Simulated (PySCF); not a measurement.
Bonds (- single, = double, # triple, : aromatic): C1-C2, C2-F3, C2=C4, C4-C5, C5-C6, C6-C7, C7=C8, C8-F9, C7-C4. C1 carries H10, H11, H12; C5 carries H13, H14; C6 carries H15, H16; C8 carries H17. Stereochemistry as in C/C(F)=C1/CC/C1=C/F.

Level of theory: structure optimised with GFN2-xTB, PBE0/pcSseg-1 with gauge-including orbitals, in PySCF (one averaged value for each set of equivalent atoms, no solvent model, single conformer, relativity neglected).

Question: List the cross peaks expected in HSQC, COSY and HMBC spectra.

Answer: 

HSQC (one-bond C–H):
```tsv
δH	δC
6.74 (H17)	151.1 (C8)
2.71 (H13/H14)	24.3 (C5)
2.51 (H15/H16)	22.1 (C6)
2.35 (H10/H11/H12)	19.5 (C1)
```

COSY cross peaks (H two or three bonds apart, from the bond graph; peaks can be absent where the dihedral angle is near 90°):
```tsv
δH	δH
2.71 (H13/H14)	2.51 (H15/H16)
```

HMBC (two and three bonds, from the bond graph):
```tsv
δH	δC
6.74 (H17)	123.2 (C7), 118.4 (C4), 22.1 (C6)
2.71 (H13/H14)	168.1 (C2), 123.2 (C7), 118.4 (C4), 22.1 (C6)
2.51 (H15/H16)	151.1 (C8), 123.2 (C7), 118.4 (C4), 24.3 (C5)
2.35 (H10/H11/H12)	168.1 (C2), 118.4 (C4)
```

δ = σ(ref) − σ, references computed at the same level: TMS for 1H, 13C.

Shifts are as computed. Against solution values, carbons near 30 ppm lie about +3 ppm off and those near 130 ppm about +5 ppm. Of 1211 compounds with measured shifts, 218 miss one by over three times the rms of a fit or turn the order of signals round; such compounds aren't used in these exercises.
